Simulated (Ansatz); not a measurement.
Ansatz (a program for electronic structure) input (CCSD(T)/def2-SVPD):

Ansatz 0.2 input:
```yaml
crystal:
  periodic: [false, false, false]
  atoms:
    - {symbol: Ca, position_ang: [0.26457990, 0.20873362, 0.32761240]}
    - {symbol: Cl, position_ang: [1.57993568, 0.28694978, -1.85541736]}
    - {symbol: Cl, position_ang: [-1.89120615, -0.53251874, 1.46999101]}
basis:
  gaussian:
    orbitals: def2-SVPD
total_charge: 1
magnetization: {spin_polarized: true, initial_magnetization: 1}
correlation: {method: ccsd_t, electrons: outside_noble_gas}
output: {forces: true}
```

End of the output:

```
determinant -43407.88315173 eV, -1595.2102829060 hartree, with singles and doubles -43416.78922219 eV, -1595.5375749588 hartree
determinant -43407.86741166 eV, -1595.2097044691 hartree, with singles and doubles -43416.78147545 eV, -1595.5372902713 hartree
determinant -43407.79622198 eV, -1595.2070882968 hartree, with singles and doubles -43416.71751788 eV, -1595.5349398741 hartree
determinant -43407.54847297 eV, -1595.1979836887 hartree, with singles and doubles -43416.43841791 eV, -1595.5246831391 hartree
19 core orbitals not correlated
reference -43408.63030716 eV, -1595.2377403619 hartree; 8, 7 occupied and 54, 55 virtual orbitals, 799 factors
densities: 0.39 GiB planned
second order -7.53199780 eV of doubles, -0.00000000 eV of singles
coupled cluster: 0.30 GiB planned
cycle   1  -8.32972253 eV  change    9.1e-7 eV  update   3.1e-6
cycle   2  -8.32972196 eV  change    5.6e-7 eV  update   1.9e-6
cycle   3  -8.32972153 eV  change    4.3e-7 eV  update   1.5e-6
cycle   4  -8.32972175 eV  change   -2.2e-7 eV  update   9.3e-7
cycle   5  -8.32972212 eV  change   -3.7e-7 eV  update   8.1e-7
cycle   6  -8.32972210 eV  change    2.7e-8 eV  update   6.7e-7
cycle   7  -8.32972199 eV  change    1.1e-7 eV  update   5.3e-7
cycle   8  -8.32972212 eV  change   -1.4e-7 eV  update   3.9e-7
cycle   9  -8.32972229 eV  change   -1.7e-7 eV  update   3.5e-7
cycle  10  -8.32972225 eV  change    4.2e-8 eV  update   2.9e-7
cycle  11  -8.32972223 eV  change    1.7e-8 eV  update   2.4e-7
cycle  12  -8.32972225 eV  change   -2.3e-8 eV  update   1.4e-7
cycle  13  -8.32972223 eV  change    2.3e-8 eV  update   7.4e-8
cycle  14  -8.32972225 eV  change   -1.6e-8 eV  update   3.9e-8
cycle  15  -8.32972226 eV  change   -1.5e-8 eV  update   2.4e-8
cycle  16  -8.32972225 eV  change    8.5e-9 eV  update   1.8e-8
cycle  17  -8.32972225 eV  change    4.1e-9 eV  update   1.3e-8
cycle  18  -8.32972225 eV  change   -3.1e-9 eV  update   1.2e-8
cycle  19  -8.32972225 eV  change    1.6e-9 eV  update   1.0e-8
cycle  20  -8.32972225 eV  change   -1.8e-9 eV  update   9.2e-9
cycle  21  -8.32972225 eV  change  -2.7e-10 eV  update   8.8e-9
coupled cluster: 0.33 GiB planned
cycle   1  -8.32972200 eV  update   7.7e-8
cycle   2  -8.32972198 eV  change    1.7e-8 eV  update   1.8e-8
cycle   3  -8.32972197 eV  change    4.6e-9 eV  update   7.0e-9
cycle   4  -8.32972197 eV  change   7.4e-10 eV  update   4.7e-9
perturbative correction -0.17705528 eV, -0.0065066616 hartree
the calculation of the forces begins
densities: 0.50 GiB planned
WARN: the results are in doubt because the forces break the atoms' symmetry
Total energy: -43417.13708442 eV, -1595.5503586599 hartree
Atom 0 at     0.264580     0.208734     0.327612 Å, force    -1.993851    -0.353766     2.374714 eV/Å
Atom 1 at     1.579936     0.286950    -1.855417 Å, force     1.064149     0.045153    -1.838120 eV/Å
Atom 2 at    -1.891206    -0.532519     1.469991 Å, force     0.929702     0.308613    -0.536594 eV/Å
Dipole moment:     1.769626     0.667165    -0.704589 e Å
In doubt: the forces break the atoms' symmetry
```

The program attaches cautions to this result: asymmetric forces.
